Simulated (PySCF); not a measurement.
# `C#C[C@@H]1C(F)=C[C@@H]1CC`: 4 charge schemes on one density

Compound: C8H9F.
Geometry (GFN2-xTB, Å), atoms numbered from 1 in this order:
```xyz
18
C8H9F angstrom
C      2.6736   -1.4795    0.1742
C      2.0681   -0.5769   -0.3276
C      1.3508    0.5328   -0.9035
C      1.1384    1.7247   -0.0064
F      2.0437    2.5407    0.5408
C     -0.1845    1.6747    0.0029
C     -0.2196    0.4503   -0.8885
C     -0.8181   -0.8109   -0.2817
C     -2.3371   -0.7207   -0.1930
H      3.2046   -2.2763    0.6020
H      1.7712    0.7784   -1.8828
H     -0.9596    2.2622    0.4542
H     -0.6574    0.6375   -1.8720
H     -0.5347   -1.6675   -0.8977
H     -0.3978   -0.9636    0.7140
H     -2.7447   -1.6328    0.2356
H     -2.7713   -0.5827   -1.1809
H     -2.6345    0.1158    0.4341
```

Density: PBE0/pcSseg-1 (PySCF); schemes: Mulliken, IAO, Hirshfeld and ESP-fitted. The structure is a single GFN2-xTB conformer in the gas phase; no vibrational or solvent corrections.

Problem. Atoms with like bonding are taken together and averaged. At which atom do the 4 schemes differ most?

Solution. At C8: from -0.254 (IAO) to +0.190 e (ESP-fitted), 0.444 e apart.

Problem. Do the Mulliken, IAO, Hirshfeld and ESP-fitted schemes agree on where the charge is lowest?

Solution. The schemes don't all agree: Mulliken C1 (-0.384); IAO C9 (-0.416); Hirshfeld C9 (-0.117); ESP-fitted C1 (-0.525).

Problem. What partial charge does each atom carry?

Solution. In e; atoms taken as equivalent share a row and are averaged (×n: the atom named and its like, n in all):

```csv
atom,environment,Mulliken,IAO,Hirshfeld,ESP-fitted
C1,terminal alkyne carbon,-0.384,-0.243,-0.112,-0.525
C2,alkyne carbon,+0.337,-0.031,-0.038,+0.125
C3,allylic carbon,-0.259,-0.153,-0.019,-0.209
C4,vinylic C–F carbon,+0.355,+0.293,+0.087,+0.357
F5,vinyl fluorine,-0.249,-0.247,-0.080,-0.174
C6,alkene CH carbon,-0.136,-0.226,-0.071,-0.472
C7,allylic carbon,-0.235,-0.079,-0.011,+0.054
C8,chain CH2 carbon,-0.191,-0.254,-0.071,+0.190
C9,methyl carbon,-0.256,-0.416,-0.117,-0.355
H10,alkyne hydrogen,+0.040,+0.202,+0.092,+0.331
H11,methine hydrogen,+0.163,+0.169,+0.057,+0.136
H12,vinylic hydrogen,+0.092,+0.158,+0.056,+0.220
H13,methine hydrogen,+0.132,+0.133,+0.040,+0.059
H14,methylene hydrogen,+0.130,+0.138,+0.036,-0.019
H15,methylene hydrogen,+0.124,+0.141,+0.032,+0.018
H16/H17/H18,methyl hydrogen,+0.113,+0.139,+0.040,+0.088
```

Mean size of the charges over all atoms: ESP-fitted 0.195 e, Mulliken 0.190 e, IAO 0.183 e, Hirshfeld 0.058 e. Each set sums to the total charge, 0, to within 0.001 e. The IAO scheme projects the occupied orbitals on a minimal set of polarised atomic orbitals and counts the electrons in each atom's part of it.

Problem. How many electrons does the IAO scheme count on C1?

Solution. Z − q = 6 − (-0.243) = 6.243.

Problem. How closely do the schemes follow one another over all atoms?

Solution. Correlation coefficient and root-mean-square difference: IAO with Hirshfeld 0.97, 0.140 e; Mulliken with IAO 0.83, 0.121 e; Hirshfeld with ESP-fitted 0.79, 0.198 e; IAO with ESP-fitted 0.76, 0.162 e; Mulliken with Hirshfeld 0.75, 0.170 e; Mulliken with ESP-fitted 0.71, 0.177 e.

These values come from a run that also computed NMR shieldings. Hardware: one thread, Arm Neoverse N1 (aarch64), shared host with 64 logical CPUs at a one-minute load of 60. Cost: 71 s of wall time (grids of density and orbitals included), 0.86 GiB resident at most.
